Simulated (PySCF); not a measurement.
Calculation: PBE-D3(BJ)/def2-TZVP // B3LYP-D3(BJ)/def2-TZVP run with PySCF 2.14.0. Gas-phase values, no solvent. One relaxed conformer stands for a flexible species; it need not be the lowest. Excitations are Tamm–Dancoff values on a coarser integration grid. The basis has no diffuse functions, so Rydberg states are missing or too high.

Reference species (SMILES): `C/[SiH]=[SiH]/O` (Si–Si–O–H torsion 129°) (neutral, multiplicity 1).

| Property | Value |
|---|---|
| T1 excitation (TDA) | 1.56 eV |
| HOMO | -4.76 eV |

Changed species: `C=[Si](O)[SiH3]` (Si–Si–O–H torsion 180°).

### Question
What does the change do to the T1 excitation (TDA) and HOMO?

### Answer
the T1 excitation (TDA) goes up by 1.22 eV, to 2.78 eV; the HOMO falls by 0.40 eV, to -5.16 eV.
